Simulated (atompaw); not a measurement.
u(r) = r·R(r): atom against pseudo-atom (tantalum)

Columns: radius, all-electron u(r) and pseudo u(r) of the 5s shell (level -73.00 eV) of tantalum in the configuration [Kr] 4d10 4f14 5s2 5p6 5d3 6s2 6p0; PBE, scalar-relativistic, PAW (atompaw) scheme, atompaw 4.2.0.5.

```csv
r (bohr),all-electron,pseudo
0.081,-0.0864,0.2151
0.162,0.4064,0.4228
0.242,-0.0872,0.6140
0.323,-0.5467,0.7876
0.404,-0.5689,0.9364
0.485,-0.2802,1.0569
0.565,0.1123,1.1468
0.646,0.4877,1.2080
0.727,0.7816,1.2406
0.808,0.9800,1.2469
0.888,1.0902,1.2304
0.969,1.1315,1.1943
1.050,1.1201,1.1420
1.131,1.0721,1.0769
1.212,1.0010,1.0012
1.292,0.9180,0.9180
1.373,0.8285,0.8285
1.454,0.7389,0.7389
1.535,0.6526,0.6526
1.615,0.5727,0.5727
1.696,0.4986,0.4986
1.777,0.4317,0.4317
1.858,0.3720,0.3720
1.938,0.3199,0.3199
2.019,0.2737,0.2737
2.100,0.2335,0.2335
```

**Question.** How many radial nodes do the two functions have?

**Answer.** The all-electron 5s function has n − l − 1 = 4 (the table is too coarse to show those close to the nucleus); the pseudo-wave has 0, since the states of the same l below it are removed with the core.

**Question.** At about which radius was the pseudo-wave matched?

**Answer.** 1.25 bohr, where the columns begin to agree (steps of 0.08 bohr).

**Question.** Where does each function peak?

**Answer.** Outermost all-electron maximum near 0.97 bohr, pseudo maximum near 0.81 bohr (to the table’s step).

**Question.** Is the pseudo-wave norm-conserving?

**Answer.** No, it belongs to a PAW set: the norm inside the radius is not constrained, and the difference is carried by the augmentation charge.
